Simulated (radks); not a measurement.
Numerical settings for neutral ruthenium, [Kr] 4d7 5s1. Method: scalar-relativistic Kohn-Sham, PBE, spin-polarised, spherical densities, finite nucleus; open shells are filled with parallel spins first (spin-orbit coupling, left out, can overturn this in heavy ions); Fermi nuclear charge, rms radius 4.4809 fm; computed with a radial shooting solver on a logarithmic mesh with Libxc functionals. The defaults (mesh step 0.008 in ln r, mesh end at 40 bohr or more with all orbitals vanishing there, Anderson mixing 0.5 over 9 steps, residual threshold near 1e-9 with the energy settled to 1e-9 hartree or 1e-11 of itself, here a cap of 95 iterations) give E = -4530.7496 hartree and 4d at -3.839 eV in 15 iterations. Run on one thread of a shared host, so times are rough (Arm Neoverse V1): 0.22 s of CPU time, 0.22 s wall, 15 iterations on 2437 mesh points. Changes against that run (0 stands for a change within the tolerance of the run):

| setting | iterations | converged | E (mhartree) | e(4d) (meV) | CPU (s) |
|---|---|---|---|---|---|
| mesh step in ln r 0.12 | 2 | no | diverged | - | 0.01 |
| mesh step in ln r 0.05 | 14 | yes | +0.0303 | 0 | 0.05 |
| mesh step in ln r 0.03 | 14 | yes | +0.000476 | 0 | 0.07 |
| mesh end (bohr) 12 | 15 | yes | +0.0344 | +4 | 0.21 |
| mesh end (bohr) 1 | 15 | level above zero | +2.17e+05 | +5.17e+05 | 0.16 |
| residual threshold 0.1 | 9 | yes | +0.000144 | +1.81 | 0.15 |
| residual threshold 1e-05 | 12 | yes | 0 | +0.29 | 0.19 |
| mixing 2.5 | 23 | yes | 0 | 0 | 0.3 |
| linear mixing, mixing 0.5 | 30 | yes | 0 | 0 | 0.35 |
| linear mixing, mixing 1 | 18 | no | diverged | - | 0.58 |
| mixing history 3 | 22 | yes | 0 | 0 | 0.27 |
| iteration cap 5 | 5 | no | -0.127 | +98.6 | 0.09 |

Settled on a wrong energy, with an occupied level pushed above zero by the early mesh end: mesh end (bohr) 1 (+217 hartree). Apart from these: no run marked as converged misses the energy by more than 1 mhartree. A mesh that ends early acts as a hard wall.
